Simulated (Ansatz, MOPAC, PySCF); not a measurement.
Breaking a bond: BH, singlet.

Computed with: PM6, restricted, heats of formation (MOPAC); RKS-PBE = restricted PBE/aug-cc-pVTZ in Ansatz (an electronic-structure program); RKS-M06-2X/6-31G* = restricted M06-2X/6-31G*, spherical d (PySCF); FCI = full CI/aug-cc-pVTZ, frozen core (Ansatz).

Energies relative to the lowest point of each curve near equilibrium, in eV:

| R / Å | PM6 | RKS-PBE | RKS-M06-2X/6-31G* |
|---|---|---|---|
| 1.24 | 0.015 | 0.000 | 0.000 |
| 1.31 | 0.134 | 0.026 | 0.042 |
| 1.45 | 0.602 | 0.244 | 0.301 |
| 1.65 | 1.543 | 0.738 | 0.855 |
| 2.20 | 4.086 | 2.184 | 2.509 |
| 2.46 | 4.970 | 2.744 | 3.191 |
| 2.73 | 5.671 | 3.222 | 3.812 |
| 3.00 | 6.193 | 3.604 | 4.342 |
| 3.34 | 6.663 | 3.968 | 4.895 |
| 3.76 | 7.051 | 4.281 | 5.425 |
| 4.37 | 7.405 | 4.551 | 5.924 |
| 4.94 | 7.620 | 4.687 | 6.198 |

**Question.** Estimate the FCI values at these points.

**Answer.** 1.24: 0.000; 1.31: 0.045; 1.45: 0.302; 1.65: 0.838; 2.20: 2.268; 2.46: 2.749; 2.73: 3.104; 3.00: 3.332; 3.34: 3.491; 3.76: 3.577; 4.37: 3.615; 4.94: 3.624 (eV).

The restricted form behind PM6, RKS-PBE, RKS-M06-2X/6-31G* keeps the bonding electrons paired and can't separate into open-shell fragments.
